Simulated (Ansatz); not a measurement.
Ideal-gas functions of `[BH2][GaH][CH3]` at 298.15 K and 1 bar, from an Ansatz frequency run at PBE0-D4/def2-TZVP.

Molar mass 98.59 g/mol, point group Cs (symmetry number 1), electronic degeneracy 1, moments of inertia 27.385, 102.255, 122.39 u Å². Harmonic wavenumbers (cm⁻¹, unscaled): 46, 118, 231, 368, 509, 525, 535, 572, 692, 784, 869, 1150, 1216, 1442, 1449, 1907, 2563, 2640, 3046, 3122, 3153.

Use S(trans) = R[1.5 ln M + 2.5 ln T − 1.1517]; rotational temperatures θ = 24.2544 K / I; S(rot) = R[ln(√π/σ · √(T³/θAθBθC)) + 1.5]; for each mode x = 1.438777 ν̃/T, S = R[x/(eˣ − 1) − ln(1 − e⁻ˣ)] and H = RT x/(eˣ − 1); 1 cm⁻¹ = 0.0119627 kJ/mol; R = 8.31446 J/(mol·K).

Q: By hand: the entropy, in J/(mol·K).

A: Translation 166.1. Rotation: θ = 0.8857, 0.2372, 0.1982 K, giving 101.5. Vibration, mode by mode: 20.85, 13.11, 7.83, 4.55, 2.66, 2.50, 2.41, 2.09, 1.32, 0.92, 0.66, 0.21, 0.16, 0.06, 0.06, 0.01, 0.00, 0.00, 0.00, 0.00, 0.00, in all 59.4. Electronic 0.0. Sum 327.0 J/(mol·K).

Q: By hand: H − E and G − E in kJ/mol, counted from the electronic energy.

A: Zero-point energy ½ × 26937 × 0.0119627 = 161.1; thermal vibration 9.2; translation, rotation and pV give 4 RT = 9.9. H − E = 180.2 kJ/mol, and G − E = 180.2 − 298.15 × 327.0/1000 = 82.7 kJ/mol.

Vibration gives 18 % of the entropy, 34.0 J/(mol·K) of it from the modes under 150 cm⁻¹: soft modes count most, and the harmonic formula is weakest for them.
